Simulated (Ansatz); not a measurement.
A single point on `FC[Si]1(F)CC1`.

```yaml
crystal:
  periodic: [false, false, false]
  atoms:
    - {symbol: F, position_ang: [0.621112, -1.756876, 1.378249]}
    - {symbol: C, position_ang: [0.743784, -1.735858, -0.004379]}
    - {symbol: Si, position_ang: [0.102781, -0.086374, -0.644920]}
    - {symbol: F, position_ang: [0.253332, -0.085298, -2.235393]}
    - {symbol: C, position_ang: [0.220451, 1.457591, 0.300962]}
    - {symbol: C, position_ang: [-1.232210, 0.839179, 0.163479]}
    - {symbol: H, position_ang: [1.797025, -1.885312, -0.263437]}
    - {symbol: H, position_ang: [0.174942, -2.575053, -0.417833]}
    - {symbol: H, position_ang: [0.635622, 1.460117, 1.304200]}
    - {symbol: H, position_ang: [0.362947, 2.406018, -0.208198]}
    - {symbol: H, position_ang: [-1.675733, 0.474729, 1.085076]}
    - {symbol: H, position_ang: [-1.926855, 1.432039, -0.423904]}
basis:
  gaussian: {orbitals: def2-QZVPP}
correlation: {method: mp2}
```

```sh
$ ansatz run in.yaml --threads 4 --pin off --events-out ev --progress --plain --max-ram 10444MiB
```

Shortened log:

```
Functional definition: HF
3215 factors; integrals over basis functions are off by at most 8.0e-4 eV
mean field evaluation 1: about -16460.6833 eV, gradient 4.5e1 eV
mean field evaluation 2: about -16460.8272 eV, gradient 4.5e1 eV
mean field evaluation 4: about -16465.3184 eV, gradient 4.2e0 eV
mean field evaluation 8: about -16465.3802 eV, gradient 3.0e-1 eV
mean field -16465.38053590 eV, -605.0915740586 hartree, gradient 1.6e-6 eV, S^2 0.000000; 0 other end points of the search recorded, 0 dependent functions left out
10 core orbitals not correlated: weight in the atoms' cores, before any rotation towards them, 1.000 or more for the frozen orbitals, at most 0.000 for the correlated occupied ones
reference -16465.38053590 eV, -605.0915740586 hartree; 18, 18 occupied and 507, 507 virtual orbitals, 3215 factors
second order -32.91992964 eV of doubles, -0.00000000 eV of singles
Total energy: -16498.30046554 eV, -606.3013591589 hartree
```

Hardware: 4 threads of an AMD EPYC 7B13 on a shared host. Wall time 26 s, peak host memory 3.9 GiB.
